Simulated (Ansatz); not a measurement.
A nudged elastic band was laid between two geometries of ClGaH2 (4 atoms, charge 0, multiplicity 1).

Method: RKS B3LYP/def2-SVP in Ansatz 0.2.0.

```
movable images  : 7
climbing image  : yes
spring          : 5.0 eV/Å²
optimiser       : quadratic models (default)
start path      : through a guess of the saddle point
force threshold : 0.03 eV/Å
iteration limit : 60
end points      : relaxed
```

Initial state:

```xyz
4
Properties=species:S:1:pos:R:3
Ga 0.293 0.000 0.355
H 0.152 0.000 1.910
Cl 2.331 0.000 -0.393
H -0.819 0.000 -0.741
```

Final state:

```xyz
4
Properties=species:S:1:pos:R:3
Ga -1.144 0.000 0.145
H 1.861 0.000 1.874
Cl 1.890 0.000 0.582
H -0.649 0.000 -1.470
```

Problem. Which bonds break or form, and what moves?

Solution. Bonds broken: Ga1–H2, Ga1–Cl3. Bonds formed: H2–Cl3. ClGaH2 becomes ClH + GaH.

Problem. Give the energies along the band, and the barrier.

Solution. The forces met the threshold. The highest image is number 4 of 0 to 8, 52.7 kcal/mol above the first end and 11.9 kcal/mol above the last; the last end lies 40.9 kcal/mol above the first. A vibrational analysis at the climbing image gives one clearly imaginary mode, 920i cm⁻¹: a first-order saddle point. The orbitals stay closed-shell, which can raise the energy where a bond breaks towards radicals; this wasn't checked here.

| image | path coordinate (Å) | energy (kcal/mol) | Ga1–H2 (Å) | Ga1–Cl3 (Å) | H2–Cl3 (Å) |
| --- | --- | --- | --- | --- | --- |
| 0 | 0.00 | 0.0 | 1.56 | 2.17 | 3.17 |
| 1 | 0.36 | 4.6 | 1.55 | 2.18 | 2.79 |
| 2 | 0.72 | 19.7 | 1.53 | 2.24 | 2.40 |
| 3 | 1.07 | 42.1 | 1.54 | 2.41 | 2.03 |
| 4 | 1.43 | 52.7 | 1.66 | 2.60 | 1.69 |
| 5 | 1.84 | 44.9 | 2.04 | 2.88 | 1.36 |
| 6 | 2.26 | 42.1 | 2.57 | 3.19 | 1.30 |
| 7 | 2.67 | 41.3 | 3.05 | 3.16 | 1.29 |
| 8 | 3.08 | 40.9 | 3.47 | 3.07 | 1.29 |

Problem. What is the geometry of the highest image?

Solution. 
```xyz
4
Properties=species:S:1:pos:R:3:forces:R:3
Ga -0.352 0.000 0.492 -0.01 0.00 -0.01
H 1.033 0.000 1.406 0.00 0.00 0.00
Cl 2.236 0.000 0.217 0.01 0.00 0.00
H -0.959 0.000 -0.985 0.00 0.00 0.01
```

Problem. What are the harmonic wavenumbers there?

Solution. 920i, 256, 523, 546, 1545, 1850 cm⁻¹.

The run took 120 s on 1 thread of Arm Neoverse V1 (shared host), peak memory 0.12 GiB.
